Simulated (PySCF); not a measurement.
# Finite-field polarisability of B (boron, neutral)

[He] 2s2 2p1, 2P determinant. Calculation: PySCF 2.14, in dyall-acv3z (15s9p4d2f, 76 functions); scalar relativity by spin-free X2C-1e. Frozen: 1s2. Energy changes in a uniform field (μhartree):

| axis | F (au) | HF | MP2 | CCSD | CCSD(T) |
| --- | --- | --- | --- | --- | --- |
| x | 0.0031 | -98.281 | -81.665 | -88.466 | -89.002 |
| x | 0.0062 | -393.174 | -327.630 | -354.088 | -356.214 |
| y | 0.0028 | -100.298 | -97.108 | -96.275 | -96.519 |
| y | 0.0056 | -401.952 | -389.270 | -386.053 | -387.046 |

By symmetry the remaining axis equals x.

Derive α along x at CCSD(T) from the two fields.

With ΔE = −αF²/2 − γF⁴/24, α = −(16 ΔE(F) − ΔE(2F))/(6F²) = 18.52 bohr³.

And the mean polarisability at each level?

The components xx, yy, zz at CCSD(T) are 18.52, 24.60, 18.52, the third axis being equal by symmetry to one of the two computed. Means: HF 22.16, MP2 19.57, CCSD 20.45, CCSD(T) 20.55 bohr³. Reference: 20.5 ± 0.1 bohr³ (recommended; Schwerdtfeger and Nagle, table of static dipole polarizabilities (2023 update)).
